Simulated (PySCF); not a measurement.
## Finite-field polarisability of Cu (copper, neutral)

[Ar] 3d10 4s1, 2S determinant. Computed with PySCF 2.14 in dyall-av2z, with no relativity, point nucleus. Frozen: [Ar]. Energy changes in a uniform field (μhartree):

```tsv
axis	F (au)	HF	MP2	CCSD	CCSD(T)
x	0.0016	-99.453	-54.259	-70.781	-66.950
x	0.0032	-397.831	-217.348	-283.221	-267.904
```

Task: Derive α along x at CCSD(T) from the two fields.

Result: With ΔE = −αF²/2 − γF⁴/24, α = −(16 ΔE(F) − ΔE(2F))/(6F²) = 52.30 bohr³.

Task: And the mean polarisability at each level?

Result: HF 77.70, MP2 42.37, CCSD 55.29, CCSD(T) 52.30 bohr³. Reference: 46.5 ± 0.5 bohr³ (recommended; Schwerdtfeger and Nagle, table of static dipole polarizabilities (2023 update)).

CCSD(T) lies more than 5 % above the reference; correlation of the frozen inner shells, absent here, would lower it.

A double-zeta set is small for polarisabilities.
